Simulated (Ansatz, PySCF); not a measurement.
Molecule: sum formula H2BO2 (charge 0, doublet). It need not be the lowest isomer of its formula. 
Coordinates optimised at B3LYP-D3(BJ)/def2-TZVP (Ansatz, a first-principles code):
```
B
O 1 1.3321
O 1 1.3616 2 126.94
H 3 0.9645 1 113.97 2 0.00
H 1 1.2061 2 112.69 3 -180.00
```
Charge 0, spin multiplicity 2.

Total electronic energies in hartree. Cores are frozen in the correlated levels unless marked. UHF or UKS for open shells. Spin-orbit coupling is left out. No relativistic terms. CBS(X,Y): correlation extrapolated as X^-3; Hartree-Fock from the larger set (for Q and 5 zeta extrapolated as (X+1)exp(-9√X)). The bracket is a focal-point correction in the basis named.

```
level                                                     program  energy (Eh)
-------------------------------------------------  --------------  -----------
HF/cc-pVDZ                                                 Ansatz   -175.63883
HF/CBS(cc-pVQZ,cc-pV5Z)                                    Ansatz    -175.7151
SVWN5/def2-TZVPD                                            PySCF   -175.23233
r2SCANh-D4/def2-TZVPD                              Ansatz + dftd4   -176.49869
M06-2X/def2-TZVPD                                           PySCF   -176.52694
HSE06-D3(BJ)/def2-TZVPD                            Ansatz + dftd3   -176.39229
CAM-B3LYP-D3(BJ)/def2-TZVPD                        Ansatz + dftd3   -176.53693
wB97X-V/def2-TZVPD                                         Ansatz   -176.53492
B2GP-PLYP-D4/def2-TZVPD                            Ansatz + dftd4   -176.44102
B2PLYP-D4/def2-TZVPD                               Ansatz + dftd4   -176.47564
MP2/6-31G*                                                 Ansatz   -176.01044
MP2/aug-cc-pVDZ                                            Ansatz   -176.08466
MP2/aug-cc-pVQZ                                            Ansatz   -176.28547
MP2/CBS(cc-pVTZ,cc-pVQZ)                                   Ansatz    -176.3112
SCS-MP2/STO-3G                                             Ansatz   -173.38541
SCS-MP2/6-31G                                              Ansatz   -175.80463
SCS-MP2/cc-pwCVTZ                                          Ansatz   -176.23011
CCSD/6-31G*                                                Ansatz   -176.03693
CCSD/cc-pVDZ                                               Ansatz   -176.07650
CCSD/cc-pwCVTZ                                             Ansatz   -176.25776
CCSD(T)/cc-pwCVTZ                                          Ansatz   -176.27759
RI-MP2/CBS(cc-pVTZ,cc-pVQZ)+[CCSD(T)-MP2]/cc-pVTZ          Ansatz    -176.3527
CCSD(T)/CBS(cc-pVQZ,cc-pV5Z)                               Ansatz    -176.3519
```

Totals of different functionals don't rank their quality; only differences between species are comparable.
